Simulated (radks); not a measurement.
Charge is removed step by step from the 5s level of neutral rubidium, starting from [Kr] 5s1. All-electron calculation, scalar-relativistic Kohn-Sham, PBE, spin-unpolarised, spherical densities, finite nucleus; Fermi nuclear charge, rms radius 4.2036 fm. Program: a radial shooting solver on a logarithmic mesh with Libxc functionals.

\begin{tabular}{lrr}
removed (e) & E - E(0) (eV) & eigenvalue (eV) \\ \hline
0 & 0.000 & -2.231 \\
0.25 & 0.671 & -3.147 \\
0.5 & 1.578 & -4.121 \\
0.75 & 2.737 & -5.161 \\
\end{tabular}

The mean slope of the eigenvalue, de/dn, is 3.91 eV per electron.
